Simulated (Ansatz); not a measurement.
Molecule: sum formula Si₂N₂H₇, net charge 0, doublet state. It need not be the lowest isomer of its formula. SMILES: N[SiH]N[SiH3]
Structure (B3LYP-D3(BJ)/def2-TZVP (Ansatz, a program for electronic structure) minimum search):
```xyz
11

N     -2.1659     1.0068     0.4227
Si    -1.1850    -0.2385    -0.2396
N      0.3799    -0.0955     0.4920
Si     1.9556    -0.3290    -0.1924
H     -3.1705     0.9566     0.4327
H     -1.8183     1.9330     0.6225
H     -0.9117    -0.1613    -1.7105
H      0.3536    -0.0013     1.5003
H      2.8875     0.7042     0.3232
H      1.8353    -0.2127    -1.6607
H      2.5391    -1.6536     0.1380
```
Charge 0, spin multiplicity 2.

Property: atomisation energy (electronic, to ground-state atoms); the coupled-cluster value holds the core correlation from cc-pwCVTZ, in kcal/mol. Valence correlation only, unless marked. Open shells are spin-unrestricted. No spin-orbit coupling. Non-relativistic. Basis-set limits of correlation are two-point, X^-3; Hartree-Fock from the larger set.

Level to compare with: CCSD(T)/CBS(cc-pV(T+d)Z,cc-pV(Q+d)Z) plus the core term (Ansatz), 844.2 kcal/mol. It is a level with limits of its own, and the differences hold the functionals' basis error too.

**Question.** Rank these functionals by how close they come to CCSD(T)/CBS(cc-pV(T+d)Z,cc-pV(Q+d)Z), closest first: CAM-B3LYP/def2-TZVPD (Ansatz); r2SCANh/def2-TZVPD (Ansatz); B3LYP/def2-TZVPD (Ansatz).

**Answer.** CAM-B3LYP/def2-TZVPD (range-separated hybrid, 845.0 kcal/mol, difference 0.8), B3LYP/def2-TZVPD (global hybrid, 837.4 kcal/mol, difference -6.8), r2SCANh/def2-TZVPD (hybrid meta-GGA, 832.4 kcal/mol, difference -11.8)
